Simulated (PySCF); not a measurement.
BHN, charge -1, multiplicity 1.

```xyz
3

B      0.0000     0.0000     0.5882
N      0.0000     0.0000    -0.6734
H      0.0000     0.0000     1.7726
```
Charge -1, spin multiplicity 1.

The structure is a stationary point at B3LYP-D3(BJ)/def2-TZVPD. The spin state was assumed, not searched. The isomer is the one that the SMILES or the coordinates give; other isomers of the formula were not compared.

The numbers are results of PBE0/pcSseg-2 (PySCF), not measurements. Non-relativistic, no solvent.

Computed absolute GIAO shielding of each atom: isotropic value and principal components (ppm):
```
atom  σ(iso)     σ11     σ22    σ33   span
----  ------  ------  ------  -----  -----
B1      97.5    35.9    35.9  220.9  185.0
N2     -50.9  -247.4  -247.4  342.0  589.4
H3      31.5    27.9    27.9   38.6   10.6
```
